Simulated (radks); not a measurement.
All-electron atom: Pt+ in [Xe] 4f14 5d8 6p1 (not the ground configuration). Calculated with a radial shooting solver on a logarithmic mesh with Libxc functionals: non-relativistic Kohn-Sham, PBE, spin-polarised, spherical densities, point nucleus; open shells are filled with parallel spins first (spin-orbit coupling, left out, can overturn this in heavy ions); relativity is left out, which matters for an element this heavy.

Local quantities along the radius. ELF = 1/(1 + alpha^2) is the electron localisation function; alpha = (tau - tau_W)/tau_unif compares the Pauli kinetic energy density with that of the uniform gas (summed over spins); r v_xc is r times the local exchange-correlation potential of spin up (hartree bohr); 4 pi r^2 rho is in e/bohr; -r V(r) is the screened charge that the Kohn-Sham potential of spin up presents (atomic units).

r (bohr),ELF,alpha,r v_xc,4 pi r^2 rho,-r V(r)
0.0006435,1.000,0.02208,-0.07779,1.602,77.74
0.0008791,0.999,0.02320,-0.09291,2.882,77.63
0.001201,0.999,0.02482,-0.1129,5.116,77.48
0.001641,0.999,0.02722,-0.1392,8.915,77.27
0.002242,0.999,0.03088,-0.1731,15.15,76.99
0.003062,0.999,0.03672,-0.2159,24.89,76.61
0.004184,0.998,0.04655,-0.2682,39.02,76.09
0.005715,0.996,0.06437,-0.3291,57.44,75.39
0.007808,0.990,0.10000,-0.3950,77.74,74.46
0.01067,0.969,0.1801,-0.4586,94.30,73.22
0.01457,0.873,0.3807,-0.5091,100.4,71.61
0.01975,0.585,0.8424,-0.5398,95.61,69.60
0.02698,0.336,1.406,-0.5655,92.24,66.98
0.03686,0.446,1.115,-0.6722,107.8,63.77
0.05036,0.689,0.6715,-0.8364,134.4,59.86
0.0688,0.657,0.7233,-0.9218,136.3,55.15
0.09399,0.392,1.247,-0.9294,116.4,49.65
0.1284,0.512,0.9767,-1.085,123.4,43.56
0.1754,0.696,0.6602,-1.240,124.8,36.99
0.2397,0.365,1.320,-1.137,82.99,30.10
0.3274,0.461,1.081,-1.290,79.07,23.34
0.4473,0.726,0.6144,-1.491,81.34,17.09
0.6111,0.466,1.070,-1.290,42.41,11.98
0.8348,0.323,1.448,-1.145,21.66,8.176
1.14,0.680,0.6852,-1.273,16.75,5.472
1.558,0.574,0.8624,-1.154,8.711,3.594
2.129,0.248,1.741,-0.9167,3.005,2.513
2.908,0.124,2.660,-0.7418,0.9542,1.969
3.973,0.180,2.134,-0.6196,0.3402,1.687
5.427,0.161,2.279,-0.4683,0.09451,1.481
7.414,0.027,6.024,-0.3780,0.01232,1.379
10.13,0.001,42.49,-0.1595,0.0004622,1.159

On this mesh the ELF has minima near r = 0.027, 0.11, 0.28, 0.71, 2.9 bohr, which separate the shells, and maxima near 0.059 (0.72), 0.18 (0.70), 0.45 (0.73), 1.3 (0.68), 4.6 (0.20).
